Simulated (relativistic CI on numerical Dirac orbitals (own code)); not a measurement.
## Sensitivity of the levels of Tm XLIII to α and to the nuclear radius

Method of calculation: Dirac-Coulomb-Breit CI, KLI orbitals optimised for each configuration, derivatives by finite differences, unscaled Slater integrals, QED left out (own radial code, finite nucleus).

Configurations in the expansion (outside the closed core [Ne]): 3s2 3p6 3d9, 3s2 3p5 3d10, 3s 3p6 3d10, 3s2 3p6 3d8 4s, 3s2 3p6 3d8 4p, 3s2 3p6 3d8 4d, 3s2 3p4 3d10 4s, 3s2 3p4 3d10 4p. Levels of other configurations are missing.

With x = (α/α₀)² − 1 an excitation energy changes as ω = ω₀ + qx; K = 2q/ω₀ is the relative enhancement. Terms are leading LS components, so labels can repeat. The field-shift factor is F = δν/δ⟨r²⟩ for the transition from the lowest level.

Lowest level 3s2 3p6 3d9 2D_5/2.

| Level | ω₀ (cm⁻¹) | q (cm⁻¹) | K | F (GHz/fm²) |
| --- | --- | --- | --- | --- |
| 3s2 3p6 3d9 2D_3/2 | 380554 | 383700 | 2.02 | 7.65 |
| 3s2 3p5 3d10 2P°_3/2 | 3193887 | 489800 | 0.307 | 25.2 |
| 3s2 3p5 3d10 2P°_1/2 | 4956065 | 2.584e+06 | 1.04 | -177 |
| 3s 3p6 3d10 2S_1/2 | 6695383 | 2.859e+06 | 0.854 | -4070 |
| 3s2 3p6 3d8 4s 4F_9/2 | 10681085 | -1.136e+06 | -0.213 | 1480 |
| 3s2 3p6 3d8 4s 2F_7/2 | 10703314 | -1.134e+06 | -0.212 | 1470 |
| 3s2 3p6 3d8 4s 2D_5/2 | 10754037 | -1.136e+06 | -0.211 | 1480 |
| 3s2 3p6 3d8 4s 2D_3/2 | 10764015 | -1.132e+06 | -0.21 | 1470 |
| 3s2 3p6 3d8 4s 2S_1/2 | 10896105 | -1.113e+06 | -0.204 | 1480 |
| 3s2 3p6 3d8 4s 4F_7/2 | 11055319 | -750900 | -0.136 | 1480 |
| 3s2 3p6 3d8 4s 4F_5/2 | 11060509 | -748600 | -0.135 | 1480 |
| 3s2 3p6 3d8 4s 4P_5/2 | 11124661 | -746200 | -0.134 | 1480 |
| 3s2 3p6 3d8 4s 4F_3/2 | 11129579 | -743800 | -0.134 | 1480 |
| 3s2 3p6 3d8 4s 4P_3/2 | 11162089 | -742500 | -0.133 | 1480 |
| 3s2 3p6 3d8 4s 2G_9/2 | 11168904 | -760100 | -0.136 | 1480 |
| 3s2 3p6 3d8 4s 2G_7/2 | 11172946 | -757100 | -0.136 | 1480 |
| 3s2 3p6 3d8 4s 2P_1/2 | 11176636 | -741600 | -0.133 | 1480 |
| 3s2 3p6 3d8 4p 4D°_7/2 | 11370504 | -1.034e+06 | -0.182 | 162 |
| 3s2 3p6 3d8 4p 2G°_9/2 | 11380645 | -1.037e+06 | -0.182 | 162 |
| 3s2 3p6 3d8 4p 2D°_3/2 | 11439883 | -1.034e+06 | -0.181 | 163 |
| 3s2 3p6 3d8 4p 2F°_5/2 | 11444652 | -1.034e+06 | -0.181 | 163 |
| 3s2 3p6 3d8 4s 4F_3/2 | 11473380 | -366200 | -0.0638 | 1490 |
| 3s2 3p6 3d8 4s 2F_5/2 | 11481167 | -363100 | -0.0633 | 1490 |

At this charge energies of transitions that change n are usually good to better than 1 %, and those within a shell (Δn = 0) to a few per cent.
